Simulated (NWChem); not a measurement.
# CH3BrOSe; SMILES CO[Se]Br

```xyz
7

Se     0.7855     0.6335    -0.0395
Br    -0.1555    -1.5466    -0.0456
O     -0.5622     1.6506     0.6095
C     -1.6319     1.9247    -0.2980
H     -2.2120     1.0021    -0.5190
H     -2.2908     2.6495     0.2212
H     -1.2721     2.3637    -1.2536
```
Atoms are numbered in this order, from 1.

Level: PBE-D3(BJ)/def2-SVP (NWChem), optimised geometry, unscaled harmonic frequencies. This build's default masses of Se (78.918 u) and Br (79.917 u) are each other's, which moves their modes by up to 0.6 %.

### Question
List the harmonic frequencies with IR intensities, and the thermochemistry.

### Answer
| frequency (cm⁻¹) | IR intensity (km/mol) |
|---|---|
| 88 | 2.3 |
| 136 | 0.5 |
| 224 | 2.6 |
| 274 | 23.6 |
| 318 | 2.9 |
| 593 | 42.8 |
| 1008 | 84.6 |
| 1118 | 1.4 |
| 1134 | 4.3 |
| 1387 | 5.7 |
| 1395 | 12.6 |
| 1420 | 12.4 |
| 2941 | 43.1 |
| 3031 | 19.7 |
| 3067 | 7.5 |

```
Item                                                                                Value
-----------------------------------------------------------------------  ----------------
zero-point energy                                                           25.9 kcal/mol
thermal correction to the enthalpy at 298.15 K (with zero-point energy)     30.2 kcal/mol
heat capacity Cv                                                         17.2 cal/(mol K)
entropy at 298.15 K and 1 atm (symmetry number 1)                        81.7 cal/(mol K)
dipole moment                                                                      1.79 D
```

Rigid rotor and harmonic oscillator; modes under 100 cm⁻¹ make the entropy uncertain.
